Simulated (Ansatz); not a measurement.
Basis-set extrapolation for C$_{3}$H$_{4}$Cl$_{2}$F$_{2}$Si$_{2}$ (`C[SiH](Cl)C#C[Si](F)(F)Cl`) (PBE0-D4/def2-TZVP geometry, frozen core, Ansatz 0.2.0). Multiplicity 1, RHF reference.

|  | def2-TZVPP | def2-QZVPP |
| --- | --- | --- |
| HF | -1812.106621 | -1812.164989 |
| MP2 correlation | -1.564483 | -1.701423 |
| CCSD(T) correlation | -1.688298 | not run |

Energies in hartree. Use E(X) = E(∞) + A·exp(−7.88·√X) for Hartree–Fock and E(X) = E(∞) + B·X^(−2.97) for correlation, with X = 3 and 4, and add CCSD(T) minus MP2 of the smaller set to the MP2 limit.

Question: What is the CCSD(T) energy at the basis-set limit?

Answer: HF limit: -1812.164989 + (-0.058368) × 0.13774 = -1812.17303. MP2 limit: -1.701423 + (-0.136940) × 0.74074 = -1.80286. Higher-order term: -1.688298 − (-1.564483) = -0.12382. Total: -1814.09971 hartree, 8.29 eV below CCSD(T)/def2-TZVPP.
